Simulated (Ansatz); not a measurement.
HFGe (SMILES [F][GeH]), singlet, at a GFN2-xTB geometry; Ansatz (an electronic-structure program) with SC-NEVPT2/def2-SVP, CASSCF(2,2).

Here is a job for Ansatz.
Ansatz 0.2 input:
```yaml
crystal:
  periodic: [false, false, false]
  atoms:
    - {symbol: Ge, position_ang: [-0.12034140, -0.21223344, 0.29835378]}
    - {symbol: H, position_ang: [-0.92390566, -1.12337711, -0.82789763]}
    - {symbol: F, position_ang: [0.53053672, 0.87942746, -0.96882481]}
basis:
  gaussian:
    orbitals: def2-SVP
magnetization: {spin_polarized: false}
correlation: {method: sc_nevpt2, electrons: all, active_space: {window: {electrons: 2, orbitals: 2}}}
```

Output, abridged:

```
Functional definition: HF
495 factors; integrals over basis functions are off by at most 1.1e-3 eV
mean field evaluation 1: about -59184.1875 eV, gradient 2.8e1 eV
mean field evaluation 2: about -59184.1962 eV, gradient 2.8e1 eV
mean field evaluation 4: about -59185.8094 eV, gradient 1.4e0 eV
mean field evaluation 8: about -59185.8257 eV, gradient 1.7e-4 eV
mean field -59185.82574705 eV, -2175.0389786106 hartree, gradient 2.4e-6 eV, S^2 0.000000; 0 other end points of the search recorded, 0 dependent functions left out
reference -59185.82574705 eV, -2175.0389786106 hartree; 21, 21 occupied and 30, 30 virtual orbitals, 495 factors
state -59186.33930506 eV, -2175.0578515194 hartree
state -59186.33930506 eV, -2175.0578515194 hartree; corrected -59197.70268964 eV, -2175.4754482002 hartree
state -59186.29360964 eV, -2175.0561722434 hartree
state -59186.29360964 eV, -2175.0561722434 hartree; corrected -59197.80811486 eV, -2175.4793225055 hartree
state -59186.29360964 eV, -2175.0561722434 hartree; corrected -59197.80811486 eV, -2175.4793225055 hartree
state -59186.25754766 eV, -2175.0548469904 hartree
state -59186.25754766 eV, -2175.0548469904 hartree; corrected -59197.81558985 eV, -2175.4795972065 hartree
state -59186.25754766 eV, -2175.0548469904 hartree; corrected -59197.81558985 eV, -2175.4795972065 hartree
WARN: the results are in doubt because another end's mean lies 0.082 eV lower, and its corrected mean 0.113 eV higher
Total energy: -59197.81558985 eV, -2175.4795972065 hartree
In doubt: another end's mean lies 0.082 eV lower, and its corrected mean 0.113 eV higher
```
